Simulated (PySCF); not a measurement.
What builds the third ionisation energy along group 10

All values are computed (PySCF 2.14, energy differences of UHF-based or UKS calculations, no spin-orbit coupling). Each column adds one step, in eV (sums use unrounded values): valence MP2, valence CCSD, valence triples, then the next inner shell at CCSD(T) (Ni 3s 3p, Pd 4s 4p, Pt 5s 5p). References (NIST) marked * lie between the lowest fine-structure levels; the others compare directly ((s) semi-empirical, (t) theoretical).

| element | UHF | + MP2 | + CCSD | + (T) | + inner shell | sum | reference |
| --- | --- | --- | --- | --- | --- | --- | --- |
| Ni [Ar] 3d8 → [Ar] 3d7 (def2-TZVPPD, non-relativistic) | 32.873 | 2.217 | -0.284 | 0.072 | 0.209 | 35.088 | 35.187 ± 0.019 * |
| Pd [Kr] 4d8 → [Kr] 4d7 (def2-TZVPPD with the def2 core potential (28 electrons), ECP) | 31.177 | 1.578 | -0.147 | 0.059 | -0.090 | 32.576 | 32.93 (s) * |
| Pt [Xe] 4f14 5d8 → [Xe] 4f14 5d7 (def2-TZVPPD with the def2 core potential (60 electrons), ECP) | 29.182 | 1.504 | -0.123 | 0.070 | -0.024 | 30.609 | 29 ± 1.6 (t) * |

What remains against the references is mostly basis incompleteness and, for starred values, spin-orbit coupling.

These are valence bases, so the inner-shell step is incomplete.
